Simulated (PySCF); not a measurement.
Si(I)2(OH)2 (H2I2O2Si), SMILES O[Si](I)(O)I.

Geometry: PBE-D3(BJ)/def2-SVP. The structure was generated by enumeration, and PubChem lists no compound with its InChIKey, so it may never have been made. The def2 effective core potentials stand for the cores of I; spin–orbit coupling is left out. Other conformers were not sampled.

Two levels are set side by side: PBE/def2-TZVP (PySCF) and CAM-B3LYP/def2-TZVP (PySCF). Same geometry, gas phase. Differences are taken from unrounded values.

| quantity | PBE |
|---|---|
| orbital gap (eV) | 4.41 |
| highest occupied level (eV) | -6.58 |
| lowest empty level (eV) | -2.17 |
| dipole moment (D) | 1.35 |
| mean polarisability (bohr³) | 97.4 |

### Question
These are the PBE values. What does CAM-B3LYP give? (Estimate from the structure and the level; the computed values follow.)

### Answer

```tsv
quantity	CAM-B3LYP	PBE minus CAM-B3LYP
orbital gap (eV)	8.59	-4.17
highest occupied level (eV)	-8.94	2.35
lowest empty level (eV)	-0.35	-1.82
dipole moment (D)	1.37	-0.02
mean polarisability (bohr³)	92.0	5.4
```

PBE's occupied levels lie high since its potential decays too fast outside the molecule; exact exchange lowers them and widens the gap. Loosely held outer electrons make PBE densities more polarisable. Differences between two approximate levels are no errors against the true value.

Rough cost on one machine, each run with all the roots and properties that it gave: CAM-B3LYP against PBE within a factor of 2.
